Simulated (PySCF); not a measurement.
## TDDFT excited states: [C5H10N3]+

Compound: C5H10N3 (charge +1).
Numbering: `[CH3:1][c:2]1[n:3][n:4]([CH3:5])[cH:6][c:7]1[NH3+:8]` (hydrogens: H9, H10, H11 on C1; H12, H13, H14 on C5; H15 on C6; H16, H17, H18 on N8)

Computed with TDDFT CAM-B3LYP/def2-SVPD, vertical, gas phase, core orbitals frozen in the response in PySCF 2.14.0, density-fitted response routines. Geometry: GFN2-xTB; no solvent, vibrations or thermal averaging.

| state | E (eV) | E (hartree) | f | \|μ\| (D) | main configurations (H = HOMO, L = LUMO) |
| --- | --- | --- | --- | --- | --- |
| S1 | 5.95 | 0.2187 | 0.0003 | 0.12 | H→L (67%), H-1→L (30%) |
| S2 | 6.18 | 0.2271 | 0.0030 | 0.36 | H-1→L (67%), H→L (30%) |
| S3 | 6.48 | 0.2383 | 0.100 | 2.01 | H→L+1 (85%) |
| S4 | 6.78 | 0.2491 | 0.0046 | 0.42 | H-2→L+1 (74%), H-2→L+3 (20%) |
| S5 | 6.83 | 0.2510 | 0.053 | 1.43 | H-1→L+1 (84%) |
| S6 | 7.41 | 0.2724 | 0.0009 | 0.18 | H-2→L (94%) |
| S7 | 7.66 | 0.2815 | 0.051 | 1.32 | H→L+2 (58%), H→L+3 (14%), H-1→L+2 (12%) |
| S8 | 7.82 | 0.2872 | 0.211 | 2.67 | H→L+3 (55%), H→L+2 (19%) |

Triplets (Tamm–Dancoff): T1 4.78 eV, H→L+1 (48%), H-1→L+1 (24%), H→L+3 (17%); T2 5.19 eV, H-1→L+1 (58%), H→L+1 (30%); T3 5.84 eV, H→L (49%), H-1→L (45%).

The lowest singlet lies at 5.95 eV (208 nm, ultraviolet) and is dark (f under 0.0005); its leading configuration is HOMO→LUMO (67%). The most intense listed level is S8 at 7.82 eV (159 nm, f = 0.211), 1.87 eV above S1. It is the last of those listed, so stronger ones may follow. Löwdin shares by element: HOMO nitrogen 37% or more, carbon 34% or more (atoms not listed hold the other 29%); LUMO hydrogen 51% or more, nitrogen 22% or more (atoms not listed hold the other 28%). Orbital energies (eV): HOMO-3 -16.21, HOMO-2 -13.78, HOMO-1 -13.11, HOMO -12.67, LUMO -4.08, LUMO+1 -3.12, LUMO+2 -2.29. Weighted by f, the mean energy of these states is 7.33 eV. The listed states span 1.87 eV, and the widest gap between neighbours is 0.58 eV (S5 to S6). Singlets were solved by full linear response, triplets in the Tamm–Dancoff approximation.
